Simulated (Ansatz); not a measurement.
Species: Cl2FSi, SMILES `F[Si](Cl)Cl` (charge 0, multiplicity 2).

### Question
Give a relaxed geometry from B3LYP-D3(BJ)/def2-TZVP (Ansatz, an electronic-structure program).

### Answer
the end point of this relaxation (outside a Z-matrix the atoms follow the SMILES, hydrogens last).
Z-matrix (Å, degrees):
```
Si
F 1 1.5956
Cl 1 2.0546 2 107.86
Cl 1 2.0546 2 107.86 3 -119.37
```
